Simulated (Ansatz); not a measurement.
Geometry optimisation, Ansatz 0.2.0, RHF/def2-SVP.

Input:

```yaml
crystal:
  periodic: [false, false, false]
  atoms:
    - { symbol: W, position_ang: [0.0, 0.0, 0.0] }
    - { symbol: F, position_ang: [0.0, 0.0, 2.2] }
    - { symbol: Cl, position_ang: [2.39, 0.0, 0.0] }
    - { symbol: H, position_ang: [0.0, 1.72, 0.0] }
    - { symbol: O, position_ang: [-1.94, 0.0, 0.0] }
    - { symbol: H, position_ang: [-2.2771, -0.1263, 0.9437] }
    - { symbol: F, position_ang: [0.0, -1.85, 0.0] }
    - { symbol: O, position_ang: [0.0, 0.0, -1.94] }
    - { symbol: H, position_ang: [0.5278, 0.7924, -2.2771] }
    - { symbol: Si, position_ang: [1.8209, -1.909, 0.8766] }
    - { symbol: H, position_ang: [1.167, -3.2128, 0.9412] }
    - { symbol: H, position_ang: [2.9443, -1.9743, -0.0536] }
    - { symbol: H, position_ang: [2.3091, -1.5439, 2.2032] }
    - { symbol: H, position_ang: [0.8645, -0.9063, 2.0736] }
basis:
  gaussian: { orbitals: def2-SVP }
hamiltonian:
  xc: hf
relax:
  f_tol: 0.15
  max_steps: 25
  restrain:
    - { distance: [0, 9], at: 2.48, k: 30.0 }
    - { distance: [13, 1], at: 0.92, k: 30.0 }
    - { distance: [0, 1], at: 3.05, k: 30.0 }
    - { distance: [13, 9], at: 2.66, k: 30.0 }
```

Launched with:

```bash
$ ansatz run input.yaml --threads 4 --pin off --max-ram 5120MiB --backend cpu --events-out ev --progress --plain --runs-dir out
```

**Question.** Where does it end, and by what steps?

**Answer.** The run converged. The restraints hold the end off the free minimum; the threshold counts their pulls, which the force column leaves out. Restrained pairs: W1–Si10 (2.78 → 2.56 Å), F2–H14 (1.26 → 0.92 Å), W1–F2 (2.20 → 3.06 Å), Si10–H14 (1.83 → 2.68 Å). After 22 steps the energy has fallen by 7.245 eV (the restraints' own energy left out); O5 moved furthest, 1.02 Å.

| step | energy less start (eV) | largest force component (eV/Å) | accepted |
| --- | --- | --- | --- |
| 0 | 0.0000 | 4.974 | yes |
| 1 | -1.8826 | 6.287 | yes |
| 2 | -2.9791 | 5.818 | yes |
| 3 | -3.9006 | 3.382 | yes |
| 4 | -4.9718 | 3.118 | yes |
| 5 | -5.7477 | 2.701 | yes |
| 6 | -6.2769 | 2.828 | yes |
| 7 | -6.4190 | 3.225 | yes |
| 8 | -6.7658 | 2.701 | yes |
| 9 | -6.8416 | 2.773 | yes |
| 10 | -6.8920 | 2.624 | yes |
| 11 | -6.8693 | 2.643 | no |
| 12 | -6.9381 | 2.728 | yes |
| 13 | -7.0047 | 2.783 | yes |
| 14 | -7.0516 | 2.757 | yes |
| 15 | -7.1264 | 2.638 | yes |
| 16 | -7.1737 | 2.731 | yes |
| 17 | -7.1423 | 2.908 | no |
| 18 | -7.2235 | 2.541 | yes |
| 19 | -7.2182 | 2.366 | no |
| 20 | -7.2479 | 2.328 | yes |
| 21 | -7.2457 | 2.292 | yes |
| 22 | -7.2448 | 2.258 | yes |

```xyz
14
Properties=species:S:1:pos:R:3
W 0.341 0.038 -0.347
F 0.107 0.258 2.693
Cl 2.465 0.930 -0.004
H -0.091 1.507 0.333
O -1.218 -0.545 0.474
H -1.649 -0.218 1.251
F 0.356 -2.155 -0.801
O 0.366 0.017 -2.215
H 0.223 0.785 -2.754
Si 1.306 -2.125 0.616
H 0.798 -3.414 1.131
H 2.663 -2.196 0.055
H 1.500 -1.410 1.914
H 0.641 -0.483 2.622
```

The run took 64 s on 4 threads of INTEL(R) XEON(R) PLATINUM 8581C CPU @ 2.10GHz (Emerald Rapids), with other jobs on the host, peak memory 0.57 GiB.
